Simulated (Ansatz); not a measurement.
Isolated molecules relaxed with PBE0-D4/def2-TZVP in Ansatz; ΔE leaves out vibrations. CCSD(T)/CBS adds triple-zeta CCSD(T) − MP2 to the extrapolated MP2 energy (def2 sets, frozen cores). Functionals use def2-TZVPP. B3LYP here is the variant with VWN-RPA as its local correlation; programs differ in this. For Ge outer-core shells are correlated without core-valence functions, which leaves a few kJ/mol of doubt a bond. Scalar relativity is left out up to krypton. Each species was taken in one conformer, which may not be the lowest.

`C=C1CC1[SiH3]` + `C[SiH2][NH][GeH3]` → `[SiH3][SiH2][NH][GeH3]` + `C=C1CC1C`  (formal exchange of groups at the Si–C bond)

Question: Is it downhill or uphill in electronic energy at CCSD(T)/CBS, and by how much? (Best estimate.)

Answer: The calculation gave: Uphill: ΔE = +11.3 kcal/mol.

Question: What do these levels give: PBE-D4, PBE0-D4, ωB97M-V, PBE, r2SCAN, B3LYP, HF/def2-TZVPP, MP2/def2-TZVPP, CCSD/def2-TZVPP, CCSD(T)/def2-TZVPP, SCS-MP2/def2-QZVPP, CCSD/CBS(def2)? (An estimate is asked.)

Answer: Computed: PBE-D4 8.2, PBE0-D4 9.0, ωB97M-V 12.4, PBE 8.0, r2SCAN 10.7, B3LYP 10.2, HF/def2-TZVPP 11.4, MP2/def2-TZVPP 13.1, CCSD/def2-TZVPP 10.9, CCSD(T)/def2-TZVPP 10.9, SCS-MP2/def2-QZVPP 12.8, CCSD/CBS(def2) 11.3 kcal/mol.

Largest T1 diagnostic among the species: 0.012.

From PBE to PBE0 (25 % exact exchange), in def2-TZVPP and without D4, ΔE moves by +0.8 kcal/mol.
